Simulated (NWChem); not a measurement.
# C2H4O2Si; SMILES O=C1C[SiH2]O1

```xyz
9

O      0.1244     2.1353     0.0000
C      0.0256     0.9517     0.0000
C     -1.2146     0.0417     0.0000
Si     0.0667    -1.3304     0.0000
O      1.0754     0.0744     0.0000
H     -1.8376     0.1904    -0.8938
H     -1.8376     0.1904     0.8938
H      0.2407    -2.1482    -1.2275
H      0.2407    -2.1482     1.2275
```
Atoms are numbered in this order, from 1.

Results from NWChem. Coordinates come from a PBE0/def2-SVP optimisation. Level: PBE/def2-SVP with SMD (1 M gas to 1 M solution), gas-phase geometry. Reactions with the solvent are ignored.

Q: Predict the results for solvent ethylene glycol. Quantities: solvation free energy (kcal/mol); cavity-dispersion-structure term (kcal/mol); dipole in solution (D).

A: The solvation free energy (kcal/mol) comes out as -1.9. The cavity-dispersion-structure term (kcal/mol) comes out as 5.5. The dipole in solution (D) is 5.04.
